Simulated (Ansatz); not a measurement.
Ansatz (a program for electronic structure) input (HF/def2-TZVP):

Ansatz 0.2 input:
```yaml
crystal:
  periodic: [false, false, false]
  atoms:
    - {symbol: S, position_ang: [-0.92221320, 0.05614290, 0.47181313]}
    - {symbol: S, position_ang: [0.92278838, 0.05434478, -0.47089818]}
    - {symbol: H, position_ang: [-1.53509157, -0.87361723, -0.28708287]}
    - {symbol: H, position_ang: [1.52588870, -0.89418562, 0.27244361]}
basis:
  gaussian:
    orbitals: def2-TZVP
hamiltonian:
  xc: {name: HF}
relax: {f_tol: 0.003, max_steps: 100}
```

End of the output:

```
relax step   6: F+E_penalty+E_count = -21667.05048472 eV  Δ(F+E_penalty+E_count) = +3.130e-4 eV  max|allowed force component| = 3.274e-2 eV/Å  Δτ_max = 0.0081 Å  (31 SCF iters, rejected (line search))
these checks for a lower state are left out or cut short: starts, cluster_reference, orbital_swaps, neighbouring_geometries, increment
integrals: 0.02 GiB planned
732 factors; their error is unknown
mean field: 0.14 GiB planned
mean field -21667.05080677 eV, -796.2494306942 hartree, gradient 1.9e-5 eV, S^2 0.000000; 0 other end points of the search recorded, 0 dependent functions left out
the calculation of the forces begins
reference -21667.05080677 eV, -796.2494306942 hartree; 17, 17 occupied and 69, 69 virtual orbitals, 732 factors
relax step   7: F+E_penalty+E_count = -21667.05080677 eV  Δ(F+E_penalty+E_count) = -9.076e-6 eV  max|allowed force component| = 5.118e-3 eV/Å  Δτ_max = 0.0018 Å  (31 SCF iters, accepted)
these checks for a lower state are left out or cut short: starts, cluster_reference, orbital_swaps, neighbouring_geometries, increment
integrals: 0.02 GiB planned
732 factors; their error is unknown
mean field: 0.14 GiB planned
mean field -21667.05080849 eV, -796.2494307576 hartree, gradient 1.9e-5 eV, S^2 0.000000; 0 other end points of the search recorded, 0 dependent functions left out
the calculation of the forces begins
reference -21667.05080849 eV, -796.2494307576 hartree; 17, 17 occupied and 69, 69 virtual orbitals, 732 factors
relax step   8: F+E_penalty+E_count = -21667.05080849 eV  Δ(F+E_penalty+E_count) = -1.726e-6 eV  max|allowed force component| = 1.895e-3 eV/Å  Δτ_max = 0.0005 Å  (31 SCF iters, accepted)
integrals: 0.02 GiB planned
732 factors; their error is unknown
mean field: 0.14 GiB planned
mean field evaluation 64: about -21666.8363 eV, gradient 7.5e-5 eV
mean field -21667.05080849 eV, -796.2494307576 hartree, gradient 1.9e-5 eV, S^2 0.000000; 1 other end points of the search recorded, 0 dependent functions left out
the calculation of the forces begins
reference -21667.05080849 eV, -796.2494307576 hartree; 17, 17 occupied and 69, 69 virtual orbitals, 732 factors
Total energy: -21667.05080849 eV, -796.2494307576 hartree
Atom 0 at    -0.916486     0.051643     0.462164 Å, force     0.001895     0.000132    -0.000699 eV/Å
Atom 1 at     0.917014     0.049746    -0.461325 Å, force    -0.001894     0.000140     0.000702 eV/Å
Atom 2 at    -1.521558    -0.869193    -0.280418 Å, force     0.000012    -0.000135    -0.000152 eV/Å
Atom 3 at     1.512403    -0.889511     0.265854 Å, force    -0.000013    -0.000137     0.000150 eV/Å
Dipole moment:    -0.001442    -0.277086    -0.002295 e Å
```
